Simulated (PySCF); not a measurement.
## PySCF run on GeH4

The script input.py:

```python
from pyscf import gto, dft

mol = gto.M(
    atom='Ge 0 0 0; H 1.2904 0 0.9125; H -1.2904 0 0.9125; H 0 1.2905 -0.9125; H 0 -1.2904 -0.9125',
    basis='jorge-dzp',
    charge=0,
    spin=0,
    verbose=4,
)
mf = dft.RKS(mol, xc='o3lyp')
mf.kernel()
mf.analyze()
print('orbital energies (hartree):', mf.mo_energy[..., max(0, mol.nelec[1]-3):mol.nelec[0]+3].round(4))
```

```bash
$ OMP_NUM_THREADS=1 python input.py
```

It prints (some set-up lines and the per-cycle HOMO/LUMO lines with their warnings removed):

```
PySCF version 2.14.0

[INPUT] verbose = 4
[INPUT] num. atoms = 5
[INPUT] num. electrons = 36
[INPUT] charge = 0
[INPUT] spin (= nelec alpha-beta = 2S) = 0
[INPUT] symmetry False subgroup None
[INPUT] Mole.unit = angstrom
[INPUT] Symbol           X                Y                Z      unit          X                Y                Z       unit  Magmom
[INPUT]  1 Ge     0.000000000000   0.000000000000   0.000000000000 AA    0.000000000000   0.000000000000   0.000000000000 Bohr   0.0
[INPUT]  2 H      1.290400000000   0.000000000000   0.912500000000 AA    2.438502591139   0.000000000000   1.724375088666 Bohr   0.0
[INPUT]  3 H     -1.290400000000   0.000000000000   0.912500000000 AA   -2.438502591139   0.000000000000   1.724375088666 Bohr   0.0
[INPUT]  4 H      0.000000000000   1.290500000000  -0.912500000000 AA    0.000000000000   2.438691563751  -1.724375088666 Bohr   0.0
[INPUT]  5 H      0.000000000000  -1.290400000000  -0.912500000000 AA    0.000000000000  -2.438502591139  -1.724375088666 Bohr   0.0

nuclear repulsion = 44.0878076866713
number of shells = 29
number of NR pGTOs = 111
number of NR cGTOs = 63
basis = jorge-dzp
ecp = {}

******** <class 'pyscf.dft.rks.RKS'> ********
method = RKS
initial guess = minao
damping factor = 0
level_shift factor = 0
DIIS = <class 'pyscf.scf.diis.CDIIS'>
diis_start_cycle = 1
diis_space = 8
diis_damp = 0
SCF conv_tol = 1e-09
SCF conv_tol_grad = None
SCF max_cycles = 50
direct_scf = True
direct_scf_tol = 1e-13
XC library pyscf.dft.libxc version 7.0.0
    S. Lehtola, C. Steigemann, M. J.T. Oliveira, and M. A.L. Marques.,  SoftwareX 7, 1–5 (2018)
XC functionals = o3lyp
    W.-M. Hoe, A. J. Cohen, and N. C. Handy.,  Chem. Phys. Lett. 341, 319–328 (2001)
    A. J. Cohen and N. C. Handy.,  Mol. Phys. 99, 607 (2001)
radial grids:
    Treutler-Ahlrichs [JCP 102, 346 (1995); DOI:10.1063/1.469408] (M4) radial grids

becke partition: Becke, JCP 88, 2547 (1988); DOI:10.1063/1.454033
pruning grids: <function nwchem_prune>
grids dens level: 3
symmetrized grids: False
atomic radii adjust function: <function treutler_atomic_radii_adjust>
small_rho_cutoff = 0
Set gradient conv threshold to 3.16228e-05
Initial guess from minao.
tot grids = 59872
init E= -2076.76042864724
cycle= 1 E= -2079.72633468586  delta_E= -2.97  |g|= 1.42  |ddm|= 1.82
cycle= 2 E= -2079.72061869576  delta_E= 0.00572  |g|= 0.772  |ddm|= 0.508
cycle= 3 E= -2079.74459917776  delta_E= -0.024  |g|= 0.359  |ddm|= 0.444
cycle= 4 E= -2079.75305394242  delta_E= -0.00845  |g|= 0.012  |ddm|= 0.164
cycle= 5 E= -2079.7530720325  delta_E= -1.81e-05  |g|= 0.00209  |ddm|= 0.0129
cycle= 6 E= -2079.75307331859  delta_E= -1.29e-06  |g|= 5.51e-05  |ddm|= 0.00283
cycle= 7 E= -2079.75307331907  delta_E= -4.87e-10  |g|= 4.45e-06  |ddm|= 5.12e-05
Extra cycle  E= -2079.75307331909  delta_E= -1.59e-11  |g|= 2.27e-06  |ddm|= 8.77e-06
converged SCF energy = -2079.75307331909
**** SCF Summaries ****
Total Energy =                       -2079.753073319087889
Nuclear Repulsion Energy =              44.087807686671283
One-electron Energy =                -2986.028615415770219
Two-electron Energy =                  862.187734410010989
Two-electron Coulomb Energy =          943.166976529956855
DFT Exchange-Correlation Energy =      -80.979242119945809
**** MO energy ****
[7 lines left out]
MO #8   energy= -4.30880164982872  occ= 2
MO #9   energy= -4.30880132395461  occ= 2
MO #10  energy= -1.16001570376569  occ= 2
MO #11  energy= -1.16001564483038  occ= 2
MO #12  energy= -1.16001522823629  occ= 2
MO #13  energy= -1.15735607351433  occ= 2
MO #14  energy= -1.1573557636061   occ= 2
MO #15  energy= -0.531794238430756 occ= 2
MO #16  energy= -0.324955668935752 occ= 2
MO #17  energy= -0.324949754183818 occ= 2
MO #18  energy= -0.324944797448779 occ= 2
MO #19  energy= 0.0147533737602979 occ= 0
MO #20  energy= 0.0431554321240566 occ= 0
MO #21  energy= 0.0431605303014876 occ= 0
[42 lines left out]
 ** Mulliken pop on meta-lowdin orthogonal AOs  **
 ** Mulliken pop  **
pop of  0 Ge 1s           1.99883
pop of  0 Ge 2s           1.99867
pop of  0 Ge 3s           1.99874
pop of  0 Ge 4s           1.19332
pop of  0 Ge 5s           0.00420
pop of  0 Ge 6s           0.00052
pop of  0 Ge 7s           0.00088
pop of  0 Ge 8s           0.00265
pop of  0 Ge 2px          1.99982
pop of  0 Ge 2py          1.99982
pop of  0 Ge 2pz          1.99982
pop of  0 Ge 3px          1.99985
[51 lines left out]
 ** Mulliken atomic charges  **
charge of    0Ge =      0.20703
charge of    1H =     -0.05176
charge of    2H =     -0.05176
charge of    3H =     -0.05176
charge of    4H =     -0.05176
Dipole moment(X, Y, Z, Debye):  0.00000, -0.00014,  0.00003
orbital energies (hartree): [-0.325  -0.3249 -0.3249  0.0148  0.0432  0.0432]
```

In short: E(SCF) = -2079.753073 Eh, 7 cycles, μ(SCF) = 0.00 D.

It ran on Arm Neoverse N1 (1 thread, shared host) in 4.7 s, peak memory 0.28 GiB.
